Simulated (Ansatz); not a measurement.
A single point on CH8AlBGe, SMILES `B[CH2][AlH][GeH3]`.

```yaml
crystal:
  periodic: [false, false, false]
  atoms:
    - {symbol: B, position_ang: [-0.895840, 1.736026, -0.132813]}
    - {symbol: C, position_ang: [-1.355265, 0.650686, 0.808016]}
    - {symbol: Al, position_ang: [0.281483, -0.456014, 1.022534]}
    - {symbol: Ge, position_ang: [1.364511, -1.434795, -0.974279]}
    - {symbol: H, position_ang: [-0.814289, 1.527503, -1.312387]}
    - {symbol: H, position_ang: [-0.507870, 2.791465, 0.286942]}
    - {symbol: H, position_ang: [-1.663150, 0.916237, 1.820228]}
    - {symbol: H, position_ang: [-1.992123, -0.129661, 0.365950]}
    - {symbol: H, position_ang: [0.798494, -0.735553, 2.496636]}
    - {symbol: H, position_ang: [0.339825, -1.815140, -2.061181]}
    - {symbol: H, position_ang: [2.323854, -0.411420, -1.617163]}
    - {symbol: H, position_ang: [2.197370, -2.694633, -0.668582]}
basis:
  gaussian: {orbitals: def2-QZVPP}
correlation: {method: mp2}
```

```sh
$ ansatz run in.yaml --threads 4 --pin off --events-out ev --progress --plain --max-ram 10444MiB
```

Output, abridged:

```
Functional definition: HF
3074 factors; integrals over basis functions are off by at most 1.0e-3 eV
mean field evaluation 1: about -64883.5495 eV, gradient 3.4e1 eV
mean field evaluation 2: about -64883.6230 eV, gradient 3.4e1 eV
mean field evaluation 4: about -64887.1416 eV, gradient 3.5e0 eV
mean field evaluation 8: about -64887.2001 eV, gradient 2.9e-1 eV
mean field -64887.20048726 eV, -2384.5606357826 hartree, gradient 1.2e-6 eV, S^2 0.000000; 0 other end points of the search recorded, 0 dependent functions left out
16 core orbitals not correlated: weight in the atoms' cores, before any rotation towards them, 1.000 or more for the frozen orbitals, at most 0.000 for the correlated occupied ones
reference -64887.20048726 eV, -2384.5606357826 hartree; 16, 16 occupied and 481, 481 virtual orbitals, 3074 factors
second order -24.82998438 eV of doubles, -0.00000000 eV of singles
Total energy: -64912.03047163 eV, -2385.4731208780 hartree
```

Run time 30 s (4 threads of an Arm Neoverse V1 on a shared host); peak host memory 3.5 GiB.
